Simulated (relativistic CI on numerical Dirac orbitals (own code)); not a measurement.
# Slater and spin-orbit integrals, Pm26+

These numbers are calculated, not measured: Dirac-Coulomb-Breit CI, KLI orbitals optimised for each configuration, model QED (radiative potential, 1s self-energy scaled to tabulated hydrogen-like ionisation energies), unscaled Slater integrals (own radial code, finite nucleus).

Slater integrals F^k, G^k are unscaled and averaged over j, outside the closed core [Ar] 3d10; ζ comes from projecting the Hamiltonian with its Breit term on Σ l·s of the shell.

- 4s²4p⁵: ζ(4p) = 171940 cm⁻¹; <r>(4p) = 0.5555, <r^2>(4p) = 0.3485 (bohr units).
- 4s²4p⁴4d: F^2(4p,4p) = 185420, ζ(4p) = 172300, F^2(4p,4d) = 181020, G^1(4p,4d) = 226310, G^3(4p,4d) = 144670, ζ(4d) = 20903 cm⁻¹; <r>(4p) = 0.5555, <r^2>(4p) = 0.3485, <r>(4d) = 0.5641, <r^2>(4d) = 0.3632 (bohr units).
- 4s4p⁵4d: G^1(4s,4p) = 243020, ζ(4p) = 172130, G^2(4s,4d) = 178450, F^2(4p,4d) = 180970, G^1(4p,4d) = 226270, G^3(4p,4d) = 144630, ζ(4d) = 21044 cm⁻¹; <r>(4s) = 0.5405, <r^2>(4s) = 0.328, <r>(4p) = 0.5556, <r^2>(4p) = 0.3487, <r>(4d) = 0.5642, <r^2>(4d) = 0.3634 (bohr units).

Averages of the first 10 configurations, taken without configuration mixing, which lowers the lowest level and can move excited configurations by several eV; other configurations of the list can lie among them:

```tsv
Configuration	Parity	States	Average energy above the lowest level (eV)
4s²4p⁵	odd	6	12.2
4s4p⁶	even	2	111.7
4s²4p⁴4d	even	150	138.1
4s4p⁵4d	odd	120	234.0
4s²4p⁴4f	odd	210	271.9
4s4p⁵4f	even	168	368.1
4p⁶4d	even	10	338.2
4s4p⁴4d²	even	1350	358.7
4s²4p³4d4f	even	2800	398.3
4p⁶4f	odd	14	472.5
```
